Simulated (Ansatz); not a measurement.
A run for Ansatz (a quantum-chemistry and plane-wave program): U-B3LYP/def2-TZVPP on F2Si (SMILES F[Si]F), 2S+1 = 1, a spin state set in the input, which need not be the lowest, at the other state's geometry.

Ansatz 0.2 input:
```yaml
crystal:
  periodic: [false, false, false]
  atoms:
    - {symbol: F, position_ang: [-1.34563628, -0.38429224, 0.00000000]}
    - {symbol: Si, position_ang: [-0.00043598, 0.49255827, 0.00000000]}
    - {symbol: F, position_ang: [1.34631447, -0.38190951, 0.00000000]}
basis:
  gaussian:
    orbitals: def2-TZVPP
hamiltonian:
  xc: {name: B3LYP}
magnetization: {spin_polarized: true, initial_magnetization: 0}
```

### Question
What total energy does the run end on?

### Answer
-489.3919 hartree.
